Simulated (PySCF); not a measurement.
Basis and Hamiltonian dependence of the excitation energy of Cu⁺

Cu⁺ [Ar] 3d10 (1S) → Cu⁺ [Ar] 3d9 4p1 (high-spin determinant). Calculated with PySCF 2.14 from differences of total energies of unrestricted determinants, without spin-orbit coupling. Values in eV.

```json
{"basis": "aug-cc-pVDZ-PP with ECP10MDF", "Hamiltonian": "ECP", "functions": "54", "UHF": "5.923", "r2SCAN": "7.630", "PBE0": "7.783", "MP2 (valence)": "8.993", "CCSD(T) (valence)": "8.154", "CCSD(T) (valence and next inner shell)": "n/a"}
{"basis": "aug-cc-pVDZ-DK", "Hamiltonian": "spin-free X2C", "functions": "59", "UHF": "5.928", "r2SCAN": "7.776", "PBE0": "7.808", "MP2 (valence)": "8.933", "CCSD(T) (valence)": "8.087", "CCSD(T) (valence and next inner shell)": "n/a"}
{"basis": "x2c-TZVPPall", "Hamiltonian": "spin-free X2C", "functions": "64", "UHF": "5.997", "r2SCAN": "7.870", "PBE0": "7.937", "MP2 (valence)": "9.035", "CCSD(T) (valence)": "8.192", "CCSD(T) (valence and next inner shell)": "8.320"}
{"basis": "aug-cc-pwCVDZ-PP with ECP10MDF", "Hamiltonian": "ECP", "functions": "70", "UHF": "5.911", "r2SCAN": "7.628", "PBE0": "7.814", "MP2 (valence)": "9.042", "CCSD(T) (valence)": "8.194", "CCSD(T) (valence and next inner shell)": "8.260"}
{"basis": "x2c-TZVPPall with one added diffuse shell each of s, p, d, f type", "Hamiltonian": "spin-free X2C", "functions": "80", "UHF": "5.915", "r2SCAN": "7.831", "PBE0": "7.887", "MP2 (valence)": "9.018", "CCSD(T) (valence)": "8.166", "CCSD(T) (valence and next inner shell)": "8.296"}
{"basis": "aug-cc-pVTZ-PP with ECP10MDF", "Hamiltonian": "ECP", "functions": "88", "UHF": "5.862", "r2SCAN": "7.575", "PBE0": "7.780", "MP2 (valence)": "9.046", "CCSD(T) (valence)": "8.189", "CCSD(T) (valence and next inner shell)": "n/a"}
{"basis": "aug-cc-pVTZ-DK", "Hamiltonian": "spin-free X2C", "functions": "93", "UHF": "5.898", "r2SCAN": "7.836", "PBE0": "7.896", "MP2 (valence)": "9.059", "CCSD(T) (valence)": "8.200", "CCSD(T) (valence and next inner shell)": "n/a"}
{"basis": "def2-QZVPPD", "Hamiltonian": "non-relativistic", "functions": "100", "UHF": "6.150", "r2SCAN": "8.072", "PBE0": "8.127", "MP2 (valence)": "9.279", "CCSD(T) (valence)": "8.442", "CCSD(T) (valence and next inner shell)": "n/a"}
{"basis": "dyall-av2z", "Hamiltonian": "non-relativistic", "functions": "101", "UHF": "6.225", "r2SCAN": "8.125", "PBE0": "8.175", "MP2 (valence)": "9.162", "CCSD(T) (valence)": "8.349", "CCSD(T) (valence and next inner shell)": "n/a"}
{"basis": "aug-cc-pVTZ-PP with one added diffuse shell each of s, p, d, f, g type with ECP10MDF", "Hamiltonian": "ECP", "functions": "113", "UHF": "5.862", "r2SCAN": "7.568", "PBE0": "7.775", "MP2 (valence)": "9.048", "CCSD(T) (valence)": "n/a", "CCSD(T) (valence and next inner shell)": "n/a"}
{"basis": "aug-cc-pwCVTZ-PP with ECP10MDF", "Hamiltonian": "ECP", "functions": "122", "UHF": "5.854", "r2SCAN": "7.573", "PBE0": "7.771", "MP2 (valence)": "9.068", "CCSD(T) (valence)": "n/a", "CCSD(T) (valence and next inner shell)": "n/a"}
{"basis": "aug-cc-pwCVTZ-DK", "Hamiltonian": "spin-free X2C", "functions": "127", "UHF": "5.889", "r2SCAN": "7.830", "PBE0": "7.892", "MP2 (valence)": "9.079", "CCSD(T) (valence)": "n/a", "CCSD(T) (valence and next inner shell)": "n/a"}
{"basis": "aug-cc-pVQZ-PP with ECP10MDF", "Hamiltonian": "ECP", "functions": "135", "UHF": "5.855", "r2SCAN": "7.571", "PBE0": "7.768", "MP2 (valence)": "9.117", "CCSD(T) (valence)": "n/a", "CCSD(T) (valence and next inner shell)": "n/a"}
```

**Question.** Estimate the row for x2c-QZVPPall (spin-free X2C, 108 functions).

**Answer.** From the rows with the same Hamiltonian and similar size; the calculation gives UHF 5.89; r2SCAN 7.82; PBE0 7.89; MP2 (valence) 9.07 (eV).

Frozen in the all-electron rows: valence: [Ar]; valence and next inner shell: [Ne]; with a core potential, the same shells as far as they lie outside it.

One determinant mixes LS terms of the configuration, so the numbers do not refer to single terms. Non-relativistic rows lack the scalar-relativistic shift.
